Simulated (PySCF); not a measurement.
These are r2SCAN-D4/def2-TZVP // r2SCAN-D4/def2-SVP (PySCF) values and carry that method's errors. Isolated molecules, 0 K electronic values unless said otherwise. One relaxed conformer stands for a flexible species; it need not be the lowest. Delta-SCF ions had no search for a lower state. Excitations are Tamm–Dancoff values on a coarser integration grid. The basis has no diffuse functions, so Rydberg states are missing or too high.

Reference species (SMILES): `c12ccsc2c(c(C#N)cc1)B` (neutral, multiplicity 1).

| Quantity | Result |
|---|---|
| vertical ionisation energy (Delta-SCF) | 8.54 eV |
| S1 excitation (TDA) | 3.21 eV |
| LUMO | -3.50 eV |

After one change: the vertical ionisation energy (Delta-SCF) rises by 0.08 eV; the S1 excitation (TDA) goes up by 0.09 eV; the LUMO increases by 0.02 eV.

Problem. Name the change that produced these shifts. The new species is one of these.
A. `Bc1cc(C#N)c2sccc2c1`
B. `Bc1cc(C#N)c2ccsc2c1`
C. `Bc1c(C#N)ccc2sccc12`
D. `Bc1cc2ccsc2cc1C#N`

Solution. C, `Bc1c(C#N)ccc2sccc12`
